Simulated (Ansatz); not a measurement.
Consider the substitution at a C–In bond: `C[CH2][In]([NH2])[CH](C)C` + `OB(S)Cl` → `CC(C)OB(S)Cl` + `C[CH2][InH][NH2]`.

Program: Ansatz. Geometries: PBE0-D4/def2-TZVP. ΔE: electronic, gas phase. CCSD(T)/CBS is the MP2 limit (def2-TZVPP, def2-QZVPP) plus CCSD(T) − MP2 in def2-TZVPP, frozen cores. Functionals use def2-TZVPP. B3LYP here is the variant with VWN-RPA as its local correlation; programs differ in this. Elements past krypton have def2 core potentials. For In outer-core shells are correlated without core-valence functions, which leaves a few kJ/mol of doubt a bond. Each species was taken in one conformer, which may not be the lowest.

```
             level  ΔE (kcal/mol)  difference from CCSD(T)/CBS
           PBE0-D4            4.8                         -2.1
            B2PLYP            5.0                         -1.9
              PBE0            4.9                         -2.0
             B3LYP            4.0                         -2.9
     HF/def2-TZVPP            0.3                         -6.6
    MP2/def2-TZVPP            8.1                          1.2
   CCSD/def2-TZVPP            5.4                         -1.5
SCS-MP2/def2-QZVPP            7.1                          0.2
      HF/CBS(def2)            0.2                         -6.7
    CCSD/CBS(def2)            6.4                         -0.5
       CCSD(T)/CBS            6.9                            0
```

Largest T1 diagnostic among the species: 0.014.

In def2-TZVPP, CCSD(T) changes the Hartree–Fock value by +5.5 kcal/mol (the triples alone add +0.5 kcal/mol) and MP2 by +7.8 kcal/mol. From PBE to PBE0 (25 % exact exchange), in def2-TZVPP and without D4, ΔE moves by −0.7 kcal/mol.
